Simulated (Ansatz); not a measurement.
Geometry optimisation of ClGaH₂O₂ (`[OH][Ga]([OH])[Cl]`).

```yaml
crystal:
  periodic: [false, false, false]
  atoms:
    - {symbol: O, position_ang: [-0.312895, 1.454195, -0.303352]}
    - {symbol: Ga, position_ang: [-0.080799, -0.314038, -0.110519]}
    - {symbol: O, position_ang: [1.078982, -0.935154, 1.099280]}
    - {symbol: Cl, position_ang: [-1.172853, -1.725326, -1.307368]}
    - {symbol: H, position_ang: [-0.972008, 1.649038, -0.996148]}
    - {symbol: H, position_ang: [1.501674, -0.192715, 1.572008]}
basis:
  gaussian: {orbitals: def2-TZVP}
hamiltonian: {xc: pbe0, dispersion: d4}
relax: {f_tol: 0.005, max_steps: 150}
```

```sh
$ ansatz run in.yaml --threads 2 --pin off --events-out ev --progress --plain
```

Output, abridged:

```
Functional definition: PBE0
mean field -69017.39185578 eV, -2536.3423690317 hartree, gradient 5.9e-5 eV, S^2 0.000000; 0 other end points of the search recorded, 0 dependent functions left out
relax step   1: F+E_penalty+E_count = -69017.49443532 eV  Δ(F+E_penalty+E_count) = +0.000e0 eV  max|allowed force component| = 7.893e-1 eV/Å  Δτ_max = 0.0000 Å  (28 SCF iters, accepted)
mean field -69017.41663991 eV, -2536.3432798315 hartree, gradient 1.5e-5 eV, S^2 0.000000; 0 other end points of the search recorded, 0 dependent functions left out
relax step   2: F+E_penalty+E_count = -69017.51992410 eV  Δ(F+E_penalty+E_count) = -2.549e-2 eV  max|allowed force component| = 3.055e-1 eV/Å  Δτ_max = 0.0241 Å  (32 SCF iters, accepted)
mean field -69017.42068928 eV, -2536.3434286429 hartree, gradient 1.5e-5 eV, S^2 0.000000; 0 other end points of the search recorded, 0 dependent functions left out
relax step   3: F+E_penalty+E_count = -69017.52429368 eV  Δ(F+E_penalty+E_count) = -4.370e-3 eV  max|allowed force component| = 5.403e-2 eV/Å  Δτ_max = 0.0113 Å  (32 SCF iters, accepted)
mean field -69017.42135966 eV, -2536.3434532791 hartree, gradient 1.5e-5 eV, S^2 0.000000; 0 other end points of the search recorded, 0 dependent functions left out
relax step   4: F+E_penalty+E_count = -69017.52496839 eV  Δ(F+E_penalty+E_count) = -6.747e-4 eV  max|allowed force component| = 3.170e-2 eV/Å  Δτ_max = 0.0068 Å  (32 SCF iters, accepted)
mean field -69017.42169924 eV, -2536.3434657586 hartree, gradient 1.5e-5 eV, S^2 0.000000; 0 other end points of the search recorded, 0 dependent functions left out
relax step   5: F+E_penalty+E_count = -69017.52527239 eV  Δ(F+E_penalty+E_count) = -3.040e-4 eV  max|allowed force component| = 1.641e-2 eV/Å  Δτ_max = 0.0116 Å  (32 SCF iters, accepted)
mean field -69017.42174326 eV, -2536.3434673762 hartree, gradient 1.5e-5 eV, S^2 0.000000; 0 other end points of the search recorded, 0 dependent functions left out
relax step   6: F+E_penalty+E_count = -69017.52530943 eV  Δ(F+E_penalty+E_count) = -3.705e-5 eV  max|allowed force component| = 6.439e-4 eV/Å  Δτ_max = 0.0028 Å  (32 SCF iters, accepted)
mean field -69017.42174326 eV, -2536.3434673762 hartree, gradient 1.5e-5 eV, S^2 0.000000; 1 other end points of the search recorded, 0 dependent functions left out
Total energy: -69017.52533622 eV, -2536.3472743473 hartree
Atom 0 at    -0.318858     1.428419    -0.310456 Å, force    -0.000139    -0.000132    -0.000448 eV/Å
Atom 1 at    -0.083481    -0.317049    -0.112659 Å, force     0.000133     0.000270     0.000644 eV/Å
Atom 2 at     1.065979    -0.913833     1.087535 Å, force     0.000038    -0.000024    -0.000014 eV/Å
Atom 3 at    -1.158547    -1.714541    -1.292525 Å, force     0.000018     0.000071    -0.000169 eV/Å
Atom 4 at    -0.962306     1.656213    -0.985651 Å, force    -0.000054     0.000013     0.000059 eV/Å
Atom 5 at     1.499314    -0.203208     1.567657 Å, force     0.000003    -0.000198    -0.000072 eV/Å
Dipole moment:    -0.025885     0.335291    -0.017704 e Å
```

Hardware: 2 threads of a server CPU on a shared host. Wall time 16 s, peak host memory 0.4 GiB.
